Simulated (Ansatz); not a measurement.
**Relative stability**

Two isomers of CH2InO, doublet, relaxed at PBE0-D4/def2-TZVP (vibrations not checked).

A:

| atom | x (Å) | y (Å) | z (Å) |
| --- | --- | --- | --- |
| O1 | -0.3487 | -1.0761 | -0.1665 |
| C2 | 0.2856 | 0.1225 | -0.2069 |
| In3 | 0.0076 | 2.1000 | 0.7840 |
| H4 | -1.0896 | -1.0304 | 0.4438 |
| H5 | 1.1185 | 0.0166 | -0.9146 |

B:

```json
{"atom": "O1", "x (Å)": "0.8366", "y (Å)": "-0.8315", "z (Å)": "2.1456"}
{"atom": "C2", "x (Å)": "0.5786", "y (Å)": "-0.5233", "z (Å)": "1.0830"}
{"atom": "In3", "x (Å)": "-0.5798", "y (Å)": "0.4651", "z (Å)": "-0.6190"}
{"atom": "H4", "x (Å)": "-1.2800", "y (Å)": "-0.8522", "z (Å)": "-1.4705"}
{"atom": "H5", "x (Å)": "0.4447", "y (Å)": "1.7419", "z (Å)": "-1.1392"}
```

Program: Ansatz 0.2.0. Basis: def2-TZVPP. Cores are frozen in the correlated methods; orbitals are unrestricted. Filled d shells of the heavier atoms are correlated. Core potentials replace the inner electrons of the atoms past krypton. The def2 sets are not built for correlating such inner shells, so the correlated values are less sure here. B3LYP uses VWN-RPA correlation.

(1) Which structure is lower at CCSD(T), and by how much? (An estimate is asked for; the value comes from the calculation.)

(2) Do the other methods give the same order? (Judge from chemistry; the calculation decides.)

The T1 diagnostic stays at or below 0.023. ⟨S²⟩ of the unrestricted Hartree–Fock references: 0.76 to 0.77 (a pure state has 0.75).

Results:

(1) The calculation gives: B, by 1.34 kcal/mol (electronic energy, against the other). By their contacts, A is CH₂InO ([OH][CH][In]) and B is CH₂InO ([O][C][InH2]).

(2) The calculation gives: Not all: PBE-D4, r2SCAN-D4, PBE0-D4, B3LYP-D4 give the other order.

```
   method  E(B) − E(A) (kcal/mol)
   PBE-D4                    4.58
r2SCAN-D4                    0.95
  PBE0-D4                    5.04
 B3LYP-D4                    4.59
  wB97M-V                   -0.88
       HF                   -2.18
      MP2                   -1.13
     CCSD                   -0.10
  CCSD(T)                   -1.34
```

Labels in which every atom is bracketed show which atoms are joined, not bond orders.
